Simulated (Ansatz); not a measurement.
SbH2(OtBu) (C₄H₁₁OSb), relaxed as a singlet with RKS PBE-D4/def2-SVP in Ansatz, starting from the GFN2-xTB geometry. Force threshold 0.02 eV/Å.

In the def2 sets Sb takes a core potential; there is no spin–orbit coupling. Another isomer (singlet) lies 0.33 eV lower at PBE0-D4/def2-TZVP; other spin states weren't run for this one.

Start:

```tsv
atom	x (Å)	y (Å)	z (Å)
C1	-0.087	-0.147	0.235
C2	-0.785	-1.121	-0.717
C3	0.375	-0.895	1.491
C4	-1.051	0.974	0.628
O5	1.087	0.370	-0.336
Sb6	1.080	1.428	-2.004
H7	2.257	2.454	-1.343
H8	2.340	0.475	-2.634
H9	-1.625	-1.602	-0.223
H10	-1.150	-0.587	-1.594
H11	-0.079	-1.881	-1.043
H12	1.077	-1.675	1.210
H13	-0.471	-1.341	2.007
H14	0.881	-0.203	2.159
H15	-1.426	1.473	-0.266
H16	-0.529	1.705	1.241
H17	-1.894	0.575	1.188
```

Q: Estimate the energy that the relaxation releases and the steps that it takes.

A: 4.1 kcal/mol, in 7 steps; 13 s on 4 threads of Intel Xeon Platinum 8259CL on a shared host. No frequencies were taken in this run, so the end may be a saddle point.

Q: Does the start keep its bonding?

A: By distances, no bond broke or formed. The bond that changes most is O5–Sb6, from 1.97 to 2.04 Å (atoms count from 1).

Q: Predict the relaxed structure.

A: 
Cartesian coordinates in Å:
```
C -0.0957 -0.1597 0.2625
C -0.7711 -1.1327 -0.7187
C 0.3633 -0.9117 1.5219
C -1.0566 0.9787 0.6458
O 1.1212 0.3626 -0.2900
Sb 1.0841 1.4465 -2.0196
H 2.3032 2.5420 -1.4359
H 2.3300 0.4890 -2.7746
H -1.6660 -1.6117 -0.2712
H -1.1058 -0.6028 -1.6368
H -0.0601 -1.9288 -1.0175
H 1.0781 -1.7115 1.2456
H -0.4968 -1.3683 2.0521
H 0.8786 -0.2147 2.2115
H -1.3962 1.5331 -0.2553
H -0.5478 1.6947 1.3217
H -1.9623 0.5953 1.1586
```
Bond lengths: 3 × C–C 1.54 Å; 1 × C–O 1.43 Å; 1 × O–Sb 2.04 Å; 9 × C–H 1.11 Å; 2 × H–Sb 1.74 Å.
